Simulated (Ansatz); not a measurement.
Isolated molecules relaxed with PBE0-D4/def2-TZVP in Ansatz; ΔE leaves out vibrations. CCSD(T)/CBS is the MP2 limit (def2-TZVPP, def2-QZVPP) plus CCSD(T) − MP2 in def2-TZVPP, frozen cores. DFT in def2-TZVPP. B3LYP here is the variant with VWN-RPA as its local correlation; programs differ in this. Elements past krypton have def2 core potentials. For Sn outer-core shells are correlated without core-valence functions, which leaves a few kJ/mol of doubt a bond. One conformer a species, not always the lowest.

Consider the isomerisation: `C=[C](F)[SnH2][CH3]` → `C=C[CH2][SnH2][F]`.

`C=[C](F)[SnH2][CH3]`:

```xyz
12

C    -2.022   -0.040   -0.442
C    -0.957   -0.270   -1.192
F    -1.130   -0.594   -2.493
Sn    1.088   -0.181   -0.542
C     1.062    0.354    1.526
H    -3.028   -0.105   -0.846
H    -1.900    0.221    0.601
H     1.803   -1.713   -0.786
H     1.907    0.985   -1.483
H     0.581    1.324    1.652
H     2.081    0.414    1.908
H     0.515   -0.395    2.097
```

`C=C[CH2][SnH2][F]`:

Cartesian coordinates in Å:
```
C -1.151 0.071 1.788
C 0.004 -0.091 1.152
C 0.191 -0.869 -0.095
Sn 0.531 0.454 -1.754
F 2.132 1.403 -1.235
H -2.066 -0.395 1.435
H -1.220 0.673 2.686
H 0.893 0.400 1.543
H 1.073 -1.513 -0.049
H -0.680 -1.487 -0.329
H -0.657 1.666 -1.920
H 0.951 -0.312 -3.223
```

Q: Is it downhill or uphill in electronic energy at CCSD(T)/CBS, and by how much? (Best estimate.)

A: Ansatz gave: Downhill: ΔE = -29.3 kcal/mol.

Q: What do these levels give: PBE0-D4, B2PLYP, PBE, B3LYP, HF/def2-TZVPP, SCS-MP2/def2-TZVPP, CCSD(T)/def2-TZVPP, MP2/def2-QZVPP, SCS-MP2/def2-QZVPP, HF/CBS(def2), MP2/CBS(def2), CCSD/CBS(def2)? (Estimate.)

A: Computed: PBE0-D4 -27.5, B2PLYP -28.9, PBE -26.9, B3LYP -28.5, HF/def2-TZVPP -30.1, SCS-MP2/def2-TZVPP -29.1, CCSD(T)/def2-TZVPP -27.2, MP2/def2-QZVPP -30.5, SCS-MP2/def2-QZVPP -30.5, HF/CBS(def2) -31.0, MP2/CBS(def2) -31.2, CCSD/CBS(def2) -29.7 kcal/mol.

Largest T1 diagnostic among the species: 0.013.

In def2-TZVPP, CCSD(T) changes the Hartree–Fock value by +2.9 kcal/mol (the triples alone add +0.5 kcal/mol) and MP2 by +1.1 kcal/mol.
